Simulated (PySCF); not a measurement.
# Working with the constants of AlIn

UHF-CCSD(T) constants of AlIn, ³Π (triplet), unpaired electrons σ ↑, π ↑ (Al cc-pV(D+d)Z, In cc-pVDZ-PP with ECP28; scalar-relativistic core potentials (PySCF 2.14); masses 26.9815 and 114.9039 u):

```
ωe              : 200.7 cm⁻¹
ωexe            : 0.834 cm⁻¹
Be              : 0.090732 cm⁻¹
αe              : 0.000514 cm⁻¹
D (centrifugal) : 7.42e-08 cm⁻¹
De to Al + In   : 1.12 eV
```

Give the vibrational terms G(v) and spacings up to v = 6.

G(v) = ωe(v+½) − ωexe(v+½)².

```tsv
v	G(v) (cm⁻¹)	G(v) − G(v−1)	Bv (cm⁻¹)
0	100.1		0.09047
1	299.2	199.0	0.08996
2	496.5	197.4	0.08945
3	692.2	195.7	0.08893
4	886.3	194.0	0.08842
5	1078.6	192.4	0.08790
6	1269.3	190.7	0.08739
```

How well does the Morse estimate ωe²/(4ωexe) reproduce De, and what is D0?

It gives 1.50 eV, 134 % of the computed De. D0 = De − G(0) = 1.12 − 0.01 = 1.11 eV.

Correlated steps freeze 9 core orbitals. Correlated levels converge slowly with the basis: in double zeta they bind strong bonds too weakly, by up to about 1 eV, and carry superposition errors of some tenths. These are scalar-relativistic numbers at best; spin–orbit coupling would shift them, the dissociation energy most. The state is the lowest determinant that a PBE0 search found; another state may lie lower at other levels.
